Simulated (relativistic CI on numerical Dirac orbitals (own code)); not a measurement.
**Level scheme of K¹⁶⁺**

Method of calculation: Dirac-Coulomb-Breit CI, separate exchange-only KLI orbitals for each configuration, QED by a radiative potential, unscaled Slater integrals (own radial code, finite nucleus).

Configurations in the expansion (outside the closed core 1s2): 2s, 2p, 3s, 3p, 3d, 4s, 4p, 4d, 4f, 5s, 5p, 5d, 5f, 5g. Levels of other configurations are missing.

The lowest level is 2s ²S1/2, with 100 % of that term; Hund's rules for 2s give ²S with J = 1/2, in agreement.

```
No.  Configuration  Term    J  E (10³ cm⁻¹)    %  Landé g  Lifetime (s)
  1             2s    ²S  1/2           0.0  100    2.000              
  2             2p   ²P°  1/2         274.6  100    0.663      8.04e-10
  3             2p   ²P°  3/2         307.0  100    1.332      5.70e-10
  4             3s    ²S  1/2        4699.6  100    2.001      1.37e-12
  5             3p   ²P°  1/2        4775.6  100    0.665      5.42e-13
  6             3p   ²P°  3/2        4785.2  100    1.333      5.52e-13
  7             3d    ²D  3/2        4813.3  100    0.799      1.80e-13
  8             3d    ²D  5/2        4816.3  100    1.200      1.81e-13
  9             4s    ²S  1/2        6310.6  100    2.002      2.02e-12
 10             4p   ²P°  1/2        6341.9  100    0.665      9.10e-13
 11             4p   ²P°  3/2        6345.9  100    1.334      9.25e-13
 12             4d    ²D  3/2        6357.5  100    0.799      4.16e-13
 13             4d    ²D  5/2        6358.8  100    1.200      4.19e-13
 14             4f   ²F°  5/2        6359.4  100    0.856      8.65e-13
 15             4f   ²F°  7/2        6360.0  100    1.143      8.66e-13
 16             5s    ²S  1/2        7048.6  100    2.002      3.14e-12
 17             5p   ²P°  1/2        7064.4  100    0.665      1.53e-12
 18             5p   ²P°  3/2        7066.4  100    1.334      1.56e-12
 19             5d    ²D  3/2        7072.4  100    0.799      7.95e-13
 20             5d    ²D  5/2        7073.0  100    1.200      8.02e-13
 21             5f   ²F°  5/2        7073.3  100    0.856      1.67e-12
 22             5f   ²F°  7/2        7073.7  100    1.143      1.67e-12
 23             5g    ²G  7/2        7073.7  100    0.888      2.81e-12
 24             5g    ²G  9/2        7073.9  100    1.111      2.81e-12
```

Energies count from the lowest computed level; ° marks odd parity; lifetimes are radiative, by E1, M1, E2, M2 decay to levels of this space only.

The mean weight of the leading LS term, summed over parents, in these 24 levels is 100 %, and that of the leading jj configuration (from the same eigenvectors) 100 %.

At this charge energies of transitions that change n are usually good to better than 1 %, and those within a shell (Δn = 0) to a few per cent.
